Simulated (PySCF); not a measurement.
## Correlation energy of O²⁺ (oxygen, charge +2)

[He] 2s2 2p2, high-spin 3P determinant. Computed with PySCF 2.14 in cc-pVDZ (3s2p1d, 14 functions), with the non-relativistic Hamiltonian (point nucleus). Frozen: 1s2; 4 electrons correlated.

MP2 pair energies summed by pair of shells (mhartree):

| pair | energy | share (%) |
| --- | --- | --- |
| 2s-2p | -32.12 | 57.8 |
| 2s-2s | -18.77 | 33.8 |
| 2p-2p | -4.66 | 8.4 |

Total MP2 correlation energy: -55.55 mhartree.

Same-spin part -7.79 and opposite-spin part -47.76 mhartree; SCS-MP2 scales them by 1/3 and 6/5 to -59.91 mhartree.

```csv
level,correlation energy (mhartree)
CCSD,-77.83
(T),-0.60
CCSD(T),-78.43
```

Diagnostics: T1 = 0.0044, D1 = 0.0083, largest double amplitude 0.124.

Cost of the coupled-cluster step: 0.07 s of wall time on 1 thread of Neoverse-V1 (shared host), for 4 correlated electrons.

Iterations:

```
CC2 = 0
CCSD nocc = (np.int64(3), np.int64(1)), nmo = (13, 13)
frozen orbitals [[0], [0]]
max_cycle = 100
direct = 0
conv_tol = 1e-08
conv_tol_normt = 1e-06
diis_space = 8
diis_start_cycle = 0
Init t2, MP2 energy = -0.0555477324736346
Init E_corr(UCCSD) = -0.0555477325007235
cycle = 1  E_corr(UCCSD) = -0.06994068743403  dE = -0.0143929549  norm(t1,t2) = 0.0376878
cycle = 2  E_corr(UCCSD) = -0.0745408689717172  dE = -0.00460018154  norm(t1,t2) = 0.0166083
cycle = 3  E_corr(UCCSD) = -0.0779152366683166  dE = -0.0033743677  norm(t1,t2) = 0.00809519
cycle = 4  E_corr(UCCSD) = -0.0778242576156026  dE = 9.09790527e-05  norm(t1,t2) = 0.000786466
cycle = 5  E_corr(UCCSD) = -0.0778346039194459  dE = -1.03463038e-05  norm(t1,t2) = 8.76421e-05
cycle = 6  E_corr(UCCSD) = -0.0778312010536126  dE = 3.40286583e-06  norm(t1,t2) = 1.25263e-05
cycle = 7  E_corr(UCCSD) = -0.0778325418498021  dE = -1.34079619e-06  norm(t1,t2) = 2.68465e-06
cycle = 8  E_corr(UCCSD) = -0.0778322105874463  dE = 3.31262356e-07  norm(t1,t2) = 7.85216e-07
cycle = 9  E_corr(UCCSD) = -0.0778322063837713  dE = 4.20367499e-09  norm(t1,t2) = 4.07604e-08
UCCSD converged
E(UCCSD) = -73.15885794094633  E_corr = -0.07783220638377129
UCCSD(T) correction = -0.00060107598809789
```
